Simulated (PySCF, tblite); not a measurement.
Isomers of C5H7ClSSi, one GFN2-xTB conformer each. Single-point energies are computed at PBE0/pcSseg-1 (PySCF, gas phase, no added dispersion term), electronic only.

Question: Rank them by PBE0/pcSseg-1 energy, lowest first (kcal/mol).
A. `[Cl:1][C:2]1=[CH:3][CH:4]=[CH:5][CH2:6][SiH2:7][S:8]1` with C2–C3–C4–C5 45°, C4–C5–C6–Si7 -80°, C5–C6–Si7–S8 72°, C6–Si7–S8–C2 -7°
B. `[CH3:1][SiH2:2][c:3]1[s:4][cH:5][cH:6][c:7]1[Cl:8]` with C1–Si2–C3–S4 115°
C. `[SiH3:1][CH2:2][c:3]1[cH:4][cH:5][c:6]([Cl:7])[s:8]1` with Si1–C2–C3–C4 92°
D. `[CH:1]#[C:2][Si@H:3]([Cl:4])[S:5]/[CH:6]=[CH:7]\[CH3:8]` with C2–Si3–S5–C6 -51°, Si3–S5–C6–C7 171°
E. `[CH3:1][SiH2:2][c:3]1[cH:4][c:5]([Cl:6])[cH:7][s:8]1` with C1–Si2–C3–C4 129°
F. `[CH:1]#[C:2]/[CH:3]=[C:4](\[Cl:5])[SiH2:6][S:7][CH3:8]` with C3–C4–Si6–S7 0°, C4–Si6–S7–C8 178°
G. `[Cl:1][CH2:2][SiH2:3][c:4]1[cH:5][cH:6][cH:7][s:8]1` with Cl1–C2–Si3–C4 178°, C2–Si3–C4–C5 150°
H. `[CH3:1][SiH2:2][c:3]1[cH:4][cH:5][c:6]([Cl:7])[s:8]1` with C1–Si2–C3–C4 0°

Answer: B (0.0), E (1.0), H (3.2), G (4.8), D (8.8), A (10.9), C (14.1), F (46.7).

As drawn, the lowest has an aromatic ring, which the highest lacks; the highest has a C≡C bond and a C=C bond outside aromatic rings, which the lowest lacks. Neighbours under 2.5 kcal/mol apart (C[SiH2]c1sccc1Cl and C[SiH2]c1cc(Cl)cs1; C[SiH2]c1cc(Cl)cs1 and C[SiH2]c1ccc(Cl)s1; C[SiH2]c1ccc(Cl)s1 and ClC[SiH2]c1cccs1; C#C[Si@H](Cl)S/C=C\C and ClC1=CC=CC[SiH2]S1) can change places with a better method, another conformer or zero-point energy. GFN2-xTB itself gives, in the same order: 2.5, 3.6, 6.0, 11.4, 14.8, 4.3, 0.0, 37.8. GFN2-xTB puts [SiH3]Cc1ccc(Cl)s1 lowest instead; measured from each level's own lowest isomer, the values differ by up to 14.1 kcal/mol ([SiH3]Cc1ccc(Cl)s1: 0.0 against 14.1).

Question: Which frontier levels, dipoles and rotational constants go with these structures?

Answer: 
```json
{"SMILES": "C[SiH2]c1sccc1Cl", "HOMO (eV, PBE0/pcSseg-1)": "-6.97", "LUMO (eV)": "-0.92", "dipole (D)": "1.02", "A, B, C (MHz)": "1479, 1114, 688.4"}
{"SMILES": "C[SiH2]c1cc(Cl)cs1", "HOMO (eV, PBE0/pcSseg-1)": "-6.97", "LUMO (eV)": "-0.99", "dipole (D)": "1.64", "A, B, C (MHz)": "2841, 607.2, 526.1"}
{"SMILES": "C[SiH2]c1ccc(Cl)s1", "HOMO (eV, PBE0/pcSseg-1)": "-6.82", "LUMO (eV)": "-0.97", "dipole (D)": "2.12", "A, B, C (MHz)": "3970, 574.2, 506.1"}
{"SMILES": "ClC[SiH2]c1cccs1", "HOMO (eV, PBE0/pcSseg-1)": "-7.19", "LUMO (eV)": "-0.96", "dipole (D)": "2.77", "A, B, C (MHz)": "3698, 531.2, 474.9"}
{"SMILES": "C#C[Si@H](Cl)S/C=C\\C", "HOMO (eV, PBE0/pcSseg-1)": "-6.51", "LUMO (eV)": "-0.88", "dipole (D)": "2.46", "A, B, C (MHz)": "1937, 661.3, 526.3"}
{"SMILES": "ClC1=CC=CC[SiH2]S1", "HOMO (eV, PBE0/pcSseg-1)": "-6.46", "LUMO (eV)": "-1.12", "dipole (D)": "3.26", "A, B, C (MHz)": "1938, 951.6, 701.5"}
{"SMILES": "[SiH3]Cc1ccc(Cl)s1", "HOMO (eV, PBE0/pcSseg-1)": "-6.41", "LUMO (eV)": "-0.68", "dipole (D)": "2.11", "A, B, C (MHz)": "3237, 587.6, 546.4"}
{"SMILES": "C#C/C=C(\\Cl)[SiH2]SC", "HOMO (eV, PBE0/pcSseg-1)": "-7.03", "LUMO (eV)": "-1.60", "dipole (D)": "1.55", "A, B, C (MHz)": "2238, 603.5, 479.4"}
```

Question: What happens when harmonic zero-point energies from GFN2-xTB frequencies are added?

Answer: 
```tsv
SMILES	ZPE (kcal/mol)	electronic (kcal/mol)	with ZPE (kcal/mol)
C[SiH2]c1sccc1Cl	62.1	0.0	0.0
C[SiH2]c1cc(Cl)cs1	62.0	1.0	0.9
C[SiH2]c1ccc(Cl)s1	62.1	3.2	3.2
ClC[SiH2]c1cccs1	62.3	4.8	5.0
C#C[Si@H](Cl)S/C=C\C	62.4	8.8	9.1
ClC1=CC=CC[SiH2]S1	63.0	10.9	11.8
[SiH3]Cc1ccc(Cl)s1	61.0	14.1	13.0
C#C/C=C(\Cl)[SiH2]SC	60.3	46.7	44.9
```

The zero-point energies span 2.7 kcal/mol. The order is unchanged.
